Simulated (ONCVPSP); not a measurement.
**Cutoff test, lithium (Li), ONCV**

ONCVPSP 4.0.1 input, shortened (lines: element, Z, core and valence counts, functional; n l f; lmax; l rc ep ncon nbas qcut; lloc lpopt rc5 dvloc0; l nproj debl; icmod fcfact rcfact), PBE, scalar-relativistic:

```
  Li 3.00    0    3        4      upf
    1    0    2.00
    2    0    0.50
    2    1    0.50
    2
    0    1.10    0.00    4    7   14.50
    1    4.00    0.00    3    6    2.10
    2    3.95    0.15    4    9    2.20
    4    2    0.85    3.00
    0    2    3.20
    1    1    3.80
    2    1    2.60
    0    0.00    0.00
```

Q: For each optimised wave give the share of its norm inside rc, the residual kinetic energy above qcut (Ha) and the cutoffs (Ha) for errors of 10, 1, 0.1 and 0.01 mHa per electron.

A:

| wave | norm inside rc | residual KE | 10 mHa | 1 mHa | 0.1 mHa | 0.01 mHa |
| --- | --- | --- | --- | --- | --- | --- |
| 1s | 0.915 | 4.5e-09 | 41.0 | 55.0 | 67.1 | 77.7 |
| 2s | 0.017 | 1.2e-08 | 19.3 | 36.5 | 52.8 | 65.6 |
| 2p | 0.399 | 6.8e-05 | 0.7 | 1.4 | 2.2 | 6.3 |
| d projector 1 | 0.288 | 2.3e-05 | 0.7 | 1.0 | 2.0 | 2.9 |

The occupied waves need 55 Ha and 67 Ha for 1 and 0.1 mHa. Note: no bound ghost flagged; GHOST(+) flagged for d at 18.2 eV.
